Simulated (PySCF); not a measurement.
**Löwdin shares of the frontier orbitals**

C5H12OSi.
Cartesian coordinates in Å at the GFN2-xTB level; atoms count from 1:
```xyz
19
C5H12OSi angstrom
C      2.6602    0.4215    0.1865
C      1.4986   -0.5455    0.3779
C      0.2346   -0.0653   -0.3314
C     -0.8961   -1.1019   -0.2849
C     -2.2171   -0.3601   -0.4817
Si    -1.8375    1.3039    0.3671
O     -0.2201    1.1287    0.2788
H      2.9333    0.4871   -0.8647
H      2.3737    1.4117    0.5310
H      3.5293    0.0909    0.7504
H      1.2761   -0.6412    1.4425
H      1.7621   -1.5323   -0.0089
H      0.4724    0.1737   -1.3777
H     -0.8887   -1.5696    0.7020
H     -0.7324   -1.8779   -1.0340
H     -3.0504   -0.9252   -0.0727
H     -2.4142   -0.2183   -1.5447
H     -2.2517    2.4662   -0.4119
H     -2.2419    1.3631    1.7689
```

Computed, not measured: TDDFT wB97X-D/def2-SVPD, vertical, gas phase, core orbitals frozen in the response (PySCF 2.14.0, density-fitted response routines).

Kohn–Sham orbitals with the atoms that hold most of them (Löwdin shares over 4%, at most four atoms; ? is withheld):

```tsv
orbital	ε (eV)	atoms
LUMO+2	2.85	Si6 39%, H19 11%, O7 10%, H18 9%
LUMO+1	2.27	Si6 34%, C5 12%, H16 8%, H19 8%
LUMO	2.17	Si6 32%, H18 10%, O7 10%, H19 9%
HOMO	?	?
HOMO-1	-10.27	?
HOMO-2	-10.55	C3 20%, O7 19%, C4 17%, C2 12%
HOMO-3	-11.25	Si6 16%, C5 12%, C4 12%, H18 11%
```

Question: Which atoms hold the HOMO-1, and with what shares?

Answer: C5 (bonded to C, Si and 2 H) 35%; Si6 (bonded to C, O and 2 H) 20%; O7 (bonded to C and Si) 15%; C4 (bonded to 2 C and 2 H) 8%. By element: carbon 43% or more, silicon 20%, oxygen 15%.

Question: Which atoms hold the HOMO, and with what shares?

Answer: O7 (bonded to C and Si) 46%; C3 (bonded to 2 C, O and H) 12%; Si6 (bonded to C, O and 2 H) 10%; H13 (bonded to C) 8%.

Question: What is the HOMO energy, and the HOMO–LUMO gap?

Answer: ε(HOMO) = -9.65 eV; the gap is 11.82 eV (0.4344 hartree).

Question: How does S1 compare with the orbital gap of 11.82 eV?

Answer: S1 is at 7.24 eV (f = 0.0033), 4.58 eV below the gap, made of HOMO→LUMO (86%). Without the coupling terms of the response equations the lowest excitation would equal the gap.

Question: One configuration dominates each of S1, S2, S3 and S4. Which, and how do the shares of the two leading atoms of either orbital change from the occupied to the empty one?

Answer: 
- S1 (7.24 eV, f 0.0033), HOMO→LUMO (86%): O7 46% → 10%, C3 12% → at most 10%, Si6 10% → 32%, H18 at most 8% → 10%
- S2 (7.78 eV, f 0.025), HOMO→LUMO+1 (72%): O7 46% → at most 8%, C3 12% → at most 8%, Si6 10% → 34%, C5 at most 8% → 12%
- S3 (7.82 eV, f 0.036), HOMO-1→LUMO (84%): C5 35% → at most 10%, Si6 20% → 32%, H18 at most 9% → 10%
- S4 (8.24 eV, f 0.031), HOMO-1→LUMO+1 (85%): C5 35% → 12%, Si6 20% → 34%

Löwdin shares depend on the basis, the more so with diffuse functions.

One conformer stands for the species.
